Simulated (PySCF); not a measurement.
GaH₅OSi. Atoms are numbered in the order given.

```xyz
8

Ga    -0.0476    -1.1918     0.0000
H     -1.5945    -1.4213     0.0000
H      1.1202    -2.2231     0.0000
O      0.4911     0.5114     0.0000
Si    -0.0850     2.0600     0.0000
H      0.3975     2.7860    -1.2142
H     -1.5846     2.0863     0.0000
H      0.3975     2.7860     1.2142
```

Geometry optimised at PBE0-D3(BJ)/def2-SVP.

Computed with PySCF with HF/pcSseg-1.

GIAO shieldings, no solvent; atoms alike by connectivity are averaged. δ = σ(ref) − σ: ¹H against TMS (σ = 31.99 ppm); ¹⁷O against H2O (σ = 333.0 ppm); ²⁹Si against TMS (σ = 393.8 ppm), references at their B3LYP-D3(BJ)/def2-TZVP geometries, non-relativistic.

```json
[
 {"nucleus": "¹H", "atoms": "H2, H3", "count": "2", "δ (ppm)": "5.03"},
 {"nucleus": "¹H", "atoms": "H6, H7, H8", "count": "3", "δ (ppm)": "4.88"},
 {"nucleus": "¹⁷O", "atoms": "O4", "count": "1", "δ (ppm)": "45.0"},
 {"nucleus": "²⁹Si", "atoms": "Si5", "count": "1", "δ (ppm)": "-42.5"}
]
```
